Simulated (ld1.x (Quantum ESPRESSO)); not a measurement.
# F: excitation energies, all-electron against PAW

```json
{
 "Element": "F",
 "Generator": "ld1.x (Quantum ESPRESSO) 7.5",
 "Type": "PAW",
 "Functional": "PBEsol",
 "Relativity": "scalar-relativistic",
 "Frozen core": "[He]",
 "Valence charge": "7",
 "Reference configuration": "2s2 2p5",
 "Partial waves": "2s (bound): rcut 0.65, rcutus 0.85 bohr; 2s channel at -0.65 Ry: rcut 0.65, rcutus 0.85 bohr; 2p (bound): rcut 1.10, rcutus 1.35 bohr; 2p channel at 3.8 Ry: rcut 1.10, rcutus 1.35 bohr; 3d channel at 0.05 Ry: rc 1.25 bohr",
 "Local potential": "the d channel",
 "Core correction": "a·sin(br)/r model core, default radius (ld1.x builds one for every PAW set, though the input has nlcc=.false.)",
 "Augmentation charge": "BESSEL, radius 0.50 bohr"
}
```

Energies are relative to the spin-unpolarised reference configuration 2s2 2p5; without spin polarisation the order of configurations can differ from experiment. The frozen-core shift is the all-electron ΔE with the core orbitals held at their reference shape minus the fully relaxed ΔE.

| valence configuration | charge | ΔE all-electron (eV) | error AE − PS (meV) | frozen-core shift (meV) |
| --- | --- | --- | --- | --- |
| 2s2 2p4 | +1 | 19.317 | -0.6 | +0.1 |
| 2s2 2p3 | +2 | 57.595 | -0.9 | +0.9 |
| 2s2 2p1 | +4 | 203.676 | -33 | +18 |
| 2s2 2p5.3 | -0.3 | -2.653 | +0.3 | 0.0 |
| 2s1 2p5 | +1 | 38.305 | +2.7 | +0.6 |
| 2s2 2p4.5 | +0.5 | 7.510 | -0.4 | 0.0 |

**Question.** What are ΔE and the potential's error for 2s2 2p2?

**Answer.** ΔE = 118.084 eV all-electron; the error (AE − PS) is -6.1 meV.

ld1.x printed “convergence not achieved” for 1 of the counted tests; its residual had stalled under 1e-8, short of the target of 1e-14.
